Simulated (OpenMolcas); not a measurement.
neutral calcium: effect of the active space

- Program: OpenMolcas
- Method: CASSCF
- Basis: ANO-RCC-VTZP
- Scalar Hamiltonian: DKH3, point nucleus
- Spin-orbit coupling: state interaction with AMFI integrals over the reference wave functions, term energies averaged over their components

A. 2 electrons in 4 orbitals (4s 4p); 2S+1 = 1 even, 1 root; 2S+1 = 1 odd, 3 roots; 2S+1 = 3 odd, 3 roots kept (CI in the orbitals of an earlier block); cost about 8 core-seconds
B. 2 electrons in 9 orbitals (3d 4s 4p); 2S+1 = 3 even, 8 roots (5 in the spin-orbit step); 2S+1 = 1 even, 6 roots; 2S+1 = 3 odd, 3 roots; 2S+1 = 1 odd, 3 roots; cost about 18 core-seconds

Energies in cm-1 above 4s2 1S0, the measured ground level; measured values from NIST Handbook of Basic Atomic Spectroscopic Data.

```json
{"Level": "4s2 1S0", "A": "0.0", "B": "0.0", "Measured": "0.0"}
{"Level": "4s 4p 3P* 0", "A": "18679", "B": "13179", "Measured": "15158"}
{"Level": "4s 4p 3P* 1", "A": "18697", "B": "13218", "Measured": "15210"}
{"Level": "4s 4p 3P* 2", "A": "18735", "B": "13297", "Measured": "15316"}
{"Level": "4s 4p 1P* 1", "A": "30500", "B": "24333", "Measured": "23652"}
```

Deviations, from unrounded energies. A percentage is the sum of absolute deviations over the sum of measured energies, with the sign that they share, or ± where signs differ.

```
           Against measurement  Levels      A     B
mean absolute deviation (cm-1)       4   4300  1700
      other configurations (%)       4  +24.9  ±9.6
```

B lies closest to measurement on these levels. The largest miss of B in the table is 4s 4p 3P* 2, by -2000 cm-1. The ranking rests on the paired levels alone, and a cruder setting can come out closer through cancelling errors.

Between A and B the level of the table that moves most is 4s 4p 1P* 1, by 6200 cm-1 (lowest in B, highest in A).

Without dynamic correlation excited terms often stand tens of per cent too high (terms of higher spin than the ground term too low), and those without a measured partner can miss by more than the paired ones. Terms from blocks run as CI alone lack orbitals of their own (holds for A). Some high roots are left out of the spin-orbit mixing, which shifts the levels that they would mix with (holds for B). Computed and measured levels are paired by configuration, term and J; levels that our copy of the source lacks, or whose pairing is in doubt (as where it misses far off the trend of its configuration), stay unpaired and out of the deviations. Only configurations of the active space appear. The table leaves out levels that lie high or whose names do not pair safely across all columns.

* marks odd parity.
